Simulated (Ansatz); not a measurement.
`[F][Ge]([F])([Cl])[Br]` + H₂ → `[F][GeH]([F])[Cl]` + HBr at 500 K and 1 bar (hydrogenolysis of a Ge–Br bond).

Program: Ansatz. Geometries: PBE0-D4/def2-TZVP. ΔE: electronic, gas phase. CCSD(T)/CBS adds triple-zeta CCSD(T) − MP2 to the extrapolated MP2 energy (def2 sets, frozen cores). This one scheme is used for every species. For Br, Ge outer-core shells are correlated without core-valence functions, which leaves a few kJ/mol of doubt a bond. Scalar relativity is left out up to krypton.

```
                 species  CCSD(T)/CBS energy (Eh)  H − E (kJ/mol)  S (J/(mol·K))
`[F][Ge]([F])([Cl])[Br]`              -5308.95213            58.5          408.2
                      H₂                 -1.17544            41.0          145.5
     `[F][GeH]([F])[Cl]`              -2736.19042            70.0          357.9
                     HBr              -2573.91920            30.5          213.7
```

H − E and S are ideal-gas, rigid-rotor, harmonic terms from PBE0-D4/def2-TZVP. The MP2-based limit puts H₂ 0.8 mEh under its directly extrapolated value; such offsets cancel only in part. 1 Eh = 2625.50 kJ/mol, R = 8.31446 J/(mol·K).

Question: By hand: ΔE, ΔH, ΔS and ΔG.

Answer: ΔE = (-2736.19042) + (-2573.91920) − (-5308.95213) − (-1.17544) = 0.01795 Eh = 47.1 kJ/mol. Δ(H − E) = 70.0 + 30.5 − 58.5 − 41.0 = 1.0, so ΔH = 48.1 kJ/mol. ΔS = 357.9 + 213.7 − 408.2 − 145.5 = 17.9 J/(mol·K). ΔG = 48.1 − 500 × (17.9)/1000 = 39.2 kJ/mol.

Question: By hand: the equilibrium constant, and the temperature at which ΔG would vanish if ΔH and ΔS stayed fixed.

Answer: log₁₀ K = −ΔG/(RT ln 10) = -4.1. ΔG = 0 at ΔH/ΔS = 2687 K, far beyond where these terms or the molecules hold.

ΔH outweighs TΔS. A doubt of 5 kJ/mol in ΔE shifts log₁₀ K by 0.5 here. These are equilibria of isolated gas molecules and say nothing of rates. Largest T1 diagnostic: 0.012 (customary marks: 0.02 for closed shells, 0.045 for open ones).
